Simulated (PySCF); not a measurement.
A structure optimised at TPSSh-D3(BJ)/def2-SVP, used in a PySCF frequency run:

```xyz
12

C     -0.7133    -2.2278     0.0000
N     -0.6519    -0.7793     0.0000
B      0.4854     0.0254     0.0000
F      1.7221    -0.5184     0.0000
C      0.3435     1.6070     0.0000
F     -1.0097     1.9717     0.0000
H      0.3083    -2.6309     0.0000
H     -1.2355    -2.6119     0.8929
H     -1.2355    -2.6119    -0.8929
H     -1.5440    -0.2896     0.0000
H      0.8249     2.0594    -0.8870
H      0.8249     2.0594     0.8870
```

Write its SMILES, formula and point group.

CNB(F)CF, C₂H₆BF₂N, Cs

What are its rotational constants (standard atomic weights)?

5.0354, 2.3866, 1.6530 GHz
